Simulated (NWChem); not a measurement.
Species: MoHO₃Cl; SMILES [Cl][Mo]([OH])(=[O])=[O]

```xyz
6

Mo     0.0557    -0.2752    -0.0054
O      0.9957    -0.7808    -1.2848
O      0.8039    -0.7716     1.3986
Cl    -0.0946     1.9910    -0.0067
O     -1.6249    -1.0491    -0.1416
H     -2.1267    -1.4794     0.5622
```
Atoms are numbered in this order, from 1.

Program: NWChem. Medium grid unless said otherwise, to which SCAN and Minnesota functionals are sensitive. Geometry: optimised at PBE0/def2-SVP. def2 effective core potentials on Mo; no spin-orbit coupling. Hybrids' shares of exact exchange are those that their runs print; pure functionals count as 0. The functionals differ in more than this share.

```csv
row,share of exact exchange,highest occupied level (eV)
PBE/def2-SVP,0.00,-7.85
BLYP/def2-SVP,0.00,-7.67
B3LYP/def2-SVP,0.20,-9.19
MPW1K/def2-SVP,0.43,withheld
BHandHLYP/def2-SVP,0.50,-10.94
M06-2X/def2-SVP,0.54,-10.99
```

Q: Fit a straight line of the last column on the one before it, predict the withheld value, and compare with the run.

A: 
1. Means of the 5 shown rows: x = 0.248, y = -9.328. Slope Σ(x − x̄)(y − ȳ)/Σ(x − x̄)² = -1.676/0.2741 = -6.115; intercept -7.811.
2. The shown rows scatter about the line by 0.115 (root mean square); the largest residual is -0.16, at B3LYP/def2-SVP.
3. At x = 0.43 (MPW1K/def2-SVP; inside the shown range) the line gives -10.44.
4. The run gives -10.75, -0.31 from the line, 2.7 times the scatter.
